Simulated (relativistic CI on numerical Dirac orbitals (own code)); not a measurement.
**Fe4+ in a cubic cluster: 1s photoemission with charge transfer**

Computed with a charge-transfer multiplet model of a cubic metal-ligand cluster with up to 2 ligand holes, Slater and spin-orbit integrals from Dirac-Coulomb-Breit ions, Slater integrals scaled by 0.9. The parameters are those of a tetrahedral site (10Dq negative, t2 hopping the larger). The ground state mixes d4 with configurations of k ligand holes L, whose averages lie at kΔ + k(k − 1)U_dd/2; a core hole lowers each added d electron by U_cd. 20 K, Lorentzian 1.1 eV and Gaussian 0.6 eV FWHM.

Atomic integrals in eV (Slater integrals scaled, ζ unscaled), ground: F2dd 11.671, F4dd 7.336, zeta_d 0.064; with the core hole: F2dd 13.107, F4dd 8.268, zeta_d 0.091, G2cd 0.076.

Cluster parameters (eV): Δ = 0.1, U_dd = 7.5, U_cd = 9.3, 10Dq = -0.25, 10Dq(ligand) = 0, final-state hopping factor = 1.

| Case | n_d | d4 | d5L | d6L2 | S |
| --- | --- | --- | --- | --- | --- |
| V(eg) = 1.43 eV, V(t2g) = -2.42 eV | 4.82 | 0.28 | 0.62 | 0.10 | 2.00 |
| V(eg) = 1.73 eV, V(t2g) = -2.93 eV | 4.83 | 0.29 | 0.60 | 0.12 | 2.00 |
| V(eg) = 2.03 eV, V(t2g) = -3.44 eV | 4.85 | 0.29 | 0.58 | 0.13 | 2.00 |

Weights, n_d and S are thermal averages at 20 K. Binding energies count from the first peak over 30 % of the highest in each spectrum, which can be another peak from case to case. The parameters are a model scan and need not match a compound or its usual spin state. Peaks in eV (height, largest 100):
- V(eg) = 1.43 eV, V(t2g) = -2.42 eV: 0.0 (100), 10.3 (13), 14.1 (6)
- V(eg) = 1.73 eV, V(t2g) = -2.93 eV: 0.0 (100), 12.4 (11), 15.9 (5)
- V(eg) = 2.03 eV, V(t2g) = -3.44 eV: 0.0 (100), 14.6 (10)

For the case V(eg) = 1.43 eV, V(t2g) = -2.42 eV, Δ = 0.1 eV is smaller than U_dd = 7.5 eV, the charge-transfer side of the Zaanen-Sawatzky-Allen scheme. With the core hole the average of the configuration with one ligand hole lies at Δ − U_cd = -9.2 eV before mixing: it lies below the unscreened one, so the lowest final states are mostly screened and the unscreened weight appears at higher binding energy as a satellite.

With at most 2 ligand holes the space is cut while the next configuration still counts, so covalency is underestimated, and a final configuration with one more ligand hole, which can lie low, is missing from the spectra.
